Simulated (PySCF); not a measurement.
Molecule: SMILES CB(C)C, C$_{3}$H$_{9}$B.

Cartesian coordinates in Å; atom numbers follow the order of the lines, from 1:
```xyz
13

C    -0.2951    1.5534    0.0995
B    -0.0066    0.0063    0.0797
C     1.4708   -0.5221    0.2197
C    -1.1871   -1.0222   -0.0751
H     0.3895    2.1042   -0.5673
H    -0.0556    1.9176    1.1174
H    -1.3324    1.8446   -0.1220
H     2.2567    0.2432    0.1386
H     1.6792   -1.3315   -0.5007
H     1.5630   -0.9972    1.2149
H    -1.4255   -1.0391   -1.1575
H    -0.9505   -2.0567    0.2156
H    -2.1153   -0.6995    0.4231
```

Geometry PBE0-D3(BJ)/def2-SVP throughout; GIAO in PySCF 2.14.0 with density-fitted response routines, gas phase, one conformer, non-relativistic; equivalent atoms averaged; functional PBE0.

For orientation, pcSseg-1 gives these absolute shieldings σ: C1/C3/C4 167.9, B2 12.3, H5/H6/H7/H8/H9/H10/H11/H12/H13 30.39 ppm.

A run gave: C1/C3/C4 167.9, B2 9.4, H5/H6/H7/H8/H9/H10/H11/H12/H13 30.54 ppm (absolute shieldings σ).

Question: Which basis set was used in that run?
A. pcSseg-0
B. STO-3G
C. cc-pVDZ
D. IGLO-III
E. 6-31G*

Answer: D. C1/C3/C4 tells them apart best: IGLO-III gives 167.9, STO-3G gives 217.9, pcSseg-0 gives 173.0, cc-pVDZ gives 180.9, 6-31G* gives 178.5 ppm.
